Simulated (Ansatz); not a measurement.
CH5NbO2S, SMILES `[CH3][Nb]([OH])([OH])=[S]`. Charge 0, multiplicity 1. Nb takes the def2 core potential. The geometry is a stationary point of PBE0-D4/def2-TZVP. It is one conformer, not always the lowest.

```xyz
10

C    -0.587    0.846   -1.148
Nb    0.321   -0.354    0.375
O     0.638    0.776    1.846
O    -0.885   -1.745    0.767
S     2.142   -1.083   -0.494
H     0.068    1.675   -1.431
H    -0.793    0.250   -2.041
H    -1.530    1.251   -0.762
H     1.453    1.078    2.252
H    -0.826   -2.693    0.638
```

What is the dipole moment at PBE/def2-TZVPP? (An estimate is asked.)

Computed: 1.49 D, with components (-0.95, 0.09, 1.14) D in this frame, pointing from negative to positive charge.

And with r2SCAN, B3LYP, ωB97M-V? (Estimate.)

Computed: r2SCAN 1.56 D, B3LYP 1.42 D, ωB97M-V 1.51 D.

Give the Mulliken charges with PBE, r2SCAN, B3LYP in def2-TZVPP. (Best estimate.)

Ansatz gave: 
```tsv
atom	PBE	r2SCAN	B3LYP
C1	-0.48	-0.39	-0.49
Nb2	1.05	1.14	1.18
O3	-0.46	-0.52	-0.51
O4	-0.46	-0.52	-0.51
S5	-0.41	-0.43	-0.43
H6	0.11	0.09	0.11
H7	0.11	0.09	0.11
H8	0.11	0.08	0.11
H9	0.22	0.23	0.21
H10	0.22	0.23	0.21
```

B3LYP here is the variant with VWN-RPA as its local correlation; programs differ in this.
